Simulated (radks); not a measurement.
Values are calculated unless marked as measured or tabulated.
Question: All-electron atom: In0.9+ in [Kr] 4d10 5s1.1 5p1 (fractional occupations, a model configuration). Code: a radial shooting solver on a logarithmic mesh with Libxc functionals. Model: Dirac Kohn-Sham, PBE, spin-unpolarised, spherical densities, point nucleus; open shells fill j = l - 1/2 first.

Spin-orbit splittings of the eigenvalues, e(l+1/2) - e(l-1/2), with zeta = 2 splitting/(2l+1) and mean radii in bohr:

| shell | occ. | splitting (eV) | zeta (eV) | <r> j=l-1/2 | <r> j=l+1/2 |
|---|---|---|---|---|---|
| 2p | 6 | 210.9 | 140.6 | 0.1085 | 0.1137 |
| 3p | 6 | ? | ? | 0.3394 | 0.3505 |
| 3d | 10 | 7.803 | 3.121 | 0.3223 | 0.3258 |
| 4p | 6 | 6.647 | 4.431 | 0.9012 | 0.9315 |
| 4d | 10 | 0.8657 | 0.3463 | 1.165 | 1.181 |
| 5p | 1 | 0.4360 | 0.2907 | 3.093 | 3.207 |

Estimate the 3p splitting.

Answer: 38.09 eV (zeta = 25.39 eV).
